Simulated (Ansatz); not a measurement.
A made-up structure of BH$_{2}$TeO (charge -1), singlet:

```xyz
5
angstrom
B -0.2430 0.7636 0.0129
Te -0.4836 -1.2998 0.0300
O 1.1637 -2.1647 -0.0641
H -1.2655 1.3991 0.0711
H -1.6942 -2.4504 -0.2283
```

It is relaxed with PBE-D4/def2-SVPD and then PBE0-D4/def2-TZVPD (Ansatz 0.2.0). Atoms count as bonded within 1.22 times the sum of their covalent radii (H–H: 0.88 Å). The end point is not checked to be a true minimum.

(1) Does its bonding change? (Judge from chemistry; the calculation decides.)

Results:

(1) By the calculation: No: no bond forms or breaks.

Where it ends: The first stage lowers the energy by 0.38 eV in 6 steps. It ends as BH₂TeO ([BH][TeH][O]), total charge -1:
```xyz
5
angstrom
B -0.2296 0.8460 -0.0861
Te -0.3006 -1.3003 0.4686
O 1.0793 -2.3142 -0.2123
H -1.4452 1.0629 -0.0079
H -1.6264 -2.0465 -0.3406
```

Labels in which every atom is bracketed show which atoms are joined, not bond orders.

For scale, one of the runs: PBE0-D4/def2-TZVPD relaxation, 154 basis functions, launched by `ansatz run in.yaml --threads 2 --pin off --events-out ev --progress --plain --max-ram 4352MiB`. Hardware: 2 CPU threads of an Arm Neoverse V2, shared host. Wall time about 45 s.
